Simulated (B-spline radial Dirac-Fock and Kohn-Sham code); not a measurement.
# Pb⁺: non-radiative channels of the 3s vacancy

System: Pb⁺ in the configuration [Xe] 4f14 5d10 6s1 6p2 (an excited configuration).

Model: a relativistic independent-particle model: LDA orbitals of the hole state, radiative multipoles to third order, Auger rates from the Coulomb interaction with a continuum orbital, Dirac-Fock energies. Program: a radial B-spline solver. Kinetic energies are configuration averages from the vacuum level; the two-hole energies are estimated from single-hole states.

```
transition  kinetic energy (eV)  width (meV)  share (%)
   M1-M3N3                84.28         1200        6.5
   M1-M2N6                105.7          458        2.5
   M1-M2O1                    –          243        1.3
   M1-M2N7                110.1          599        3.2
   M1-M2O2                152.8          234        1.3
   M1-M2O3                175.8          307        1.7
   M1-M3N4                293.9          363        2.0
   M1-M4N1                315.2          499        2.7
   M1-M3N5                317.3          624        3.4
   M1-M5N1                417.4          696        3.7
   M1-M3N6                592.8         3660       19.7
   M1-M3N7                598.6         4530       24.4
   M1-M4N5                800.9          222        1.2
   M1-M5N4                879.9          250        1.3
   M1-M5N5                904.1          351        1.9
   M1-M5N7               1185.9          323        1.7
```

A dash stands for an energy that rests on an unreliable hole state.

Coster-Kronig rates are the weakest part of this model and often come out 1.5 to 2.5 times too large. The listed channels hold 78 % of the non-radiative rate. Summed by principal shells, of 18.6 eV in all: MMN 80.7 %, MMO 11.8 %, MNN 5.7 %, MNO 1.2 %, MMP 0.4 %.

Values without a named source are computed, but for edge energies of neutral atoms, which are taken from tables.
